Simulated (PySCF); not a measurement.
PySCF was given this input:
```python
from pyscf import gto, scf, dft

mol = gto.Mole()
mol.atom = '''
    F     1.23800956   -1.23601556    0.52034499
    C     1.02696466   -0.18445344   -0.21020972
    F     1.57242578    0.87660154    0.30034638
    C    -0.71653643    0.09712544   -0.15651253
    F    -0.98326730    0.26981887    1.09638611
    F    -0.91782864    1.15425581   -0.87502986
    F    -1.25403533   -0.96967226   -0.65385338
    H     1.23969399   -0.33092755   -1.29341463
'''
mol.basis = 'def2-svp'
mol.charge = 1
mol.spin = 1
mol.verbose = 4
mol.build()

mf = dft.UKS(mol)
mf.xc = 'pbe0'
mf.grids.atom_grid = (99, 590)
mf.grids.prune = None
mf.kernel()
```

Task: What does this run give for the number of basis functions, <S^2>, total energy, nuclear repulsion energy, HOMO energy, Mulliken (on the basis functions themselves) charges in atom order?

Result: 
The number of basis functions comes out as 103. The <S^2> is 0.752 and the total energy is -574.592404 Ha. The nuclear repulsion energy comes out as 359.3507 Eh and the HOMO energy is -17.18 eV. The Mulliken (on the basis functions themselves) charges in atom order is F1 -0.02, C2 0.39, F3 -0.02, C4 0.52, F5 -0.02, F6 -0.03, F7 -0.03, H8 0.21.

These values belong to the state on which the SCF converged, which isn't shown to be the lowest.
